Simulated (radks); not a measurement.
Task: Spin polarisation of the 5d1 shell in neutral lutetium. Start: [Xe] 4f14 5d(up 0.5, down 0.5) 6s2; electrons of 5d are moved from spin down to spin up, other shells keep equal spins. Method: non-relativistic Kohn-Sham, r2SCAN, spin-polarised, spherical densities, point nucleus; meta-GGA in the generalised Kohn-Sham scheme; computed with a radial shooting solver on a logarithmic mesh with Libxc functionals. Estimate the energy gained and the exchange splitting at a moment of 1 Bohr magnetons.

Result: At moment 1 the spin-polarisation energy is -0.197 eV and the 5d exchange splitting 0.763 eV, that is 0.763 eV per Bohr magneton; E = -I m^2/4 would give I = 0.786 eV.
